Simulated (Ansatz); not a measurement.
Ideal-gas functions of CH$_{6}$SeSn (`C[Se][SnH3]`) at 500 K and 1 bar, from an Ansatz frequency run at PBE0-D4/def2-TZVP.

Molar mass 215.73 g/mol, point group Cs (symmetry number 1), electronic degeneracy 1, moments of inertia 58.418, 368.774, 416.158 u Å². Harmonic wavenumbers (cm⁻¹, unscaled): 57, 124, 132, 248, 439, 445, 607, 678, 706, 722, 914, 925, 1307, 1464, 1470, 1931, 1934, 1964, 3074, 3174, 3175.

Use S(trans) = R[1.5 ln M + 2.5 ln T − 1.1517]; rotational temperatures θ = 24.2544 K / I; S(rot) = R[ln(√π/σ · √(T³/θAθBθC)) + 1.5]; for each mode x = 1.438777 ν̃/T, S = R[x/(eˣ − 1) − ln(1 − e⁻ˣ)] and H = RT x/(eˣ − 1); 1 cm⁻¹ = 0.0119627 kJ/mol; R = 8.31446 J/(mol·K).

Q: By hand: the entropy, in J/(mol·K).

A: Translation 186.6. Rotation: θ = 0.4152, 0.0658, 0.0583 K, giving 121.5. Vibration, mode by mode: 23.35, 16.93, 16.41, 11.29, 6.90, 6.80, 4.66, 3.96, 3.72, 3.59, 2.32, 2.26, 0.94, 0.65, 0.64, 0.21, 0.21, 0.19, 0.01, 0.01, 0.01, in all 105.1. Electronic 0.0. Sum 413.2 J/(mol·K).

Q: By hand: H − E and G − E in kJ/mol, counted from the electronic energy.

A: Zero-point energy ½ × 25490 × 0.0119627 = 152.5; thermal vibration 25.9; translation, rotation and pV give 4 RT = 16.6. H − E = 195.0 kJ/mol, and G − E = 195.0 − 500 × 413.2/1000 = -11.6 kJ/mol.

Vibration gives 25 % of the entropy, 56.7 J/(mol·K) of it from the modes under 150 cm⁻¹: soft modes count most, and the harmonic formula is weakest for them.
